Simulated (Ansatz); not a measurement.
Frontier orbitals of C2HBrClF3 (`FC(Cl)C(F)(F)Br`).

Charge 0, multiplicity 1. Correlated methods include outer-core shells of Br, which these sets cover unevenly. Scalar relativity is left out up to krypton. The structure was optimised at the PBE0-D4/def2-TZVP level. It is one conformer, not always the lowest. Basis def2-TZVPP, Ansatz.

```tsv
functional	HOMO (eV)	LUMO (eV)	gap (eV)
LDA (SPW92)	-7.73	-2.19	5.54
PBE	-7.53	-1.90	5.63
revPBE	-7.46	-1.79	5.67
B97M-V	-8.01	-1.58	6.43
PBE0	-8.95	-0.90	8.05
CAM-B3LYP	-10.34	0.20	10.54
LC-ωPBE	-11.76	1.49	13.25
ωB97M-V	-11.22	1.28	12.50
HF	-12.15	3.05	15.20
```

**Question.** What is the vertical ionisation energy at frozen-core CCSD(T)/def2-TZVPP? (Best estimate.)

**Answer.** Computed: 11.46 eV (T1 of the cation 0.019).

A quarter of exact exchange (PBE0) shifts PBE's HOMO by −1.41 eV and its LUMO by +1.01 eV; full exchange at long range (ωB97M-V) shifts them by −3.68 and +3.18 eV. The gap opens from 5.63 to 12.50 eV, since occupied levels lose self-interaction and empty ones feel all the electrons. A positive LUMO is unbound and depends on the basis. −ε(HOMO) differs from that ionisation energy by −3.93 eV with PBE and −0.25 eV with ωB97M-V.

LC-ωPBE has ω = 0.4 bohr⁻¹.
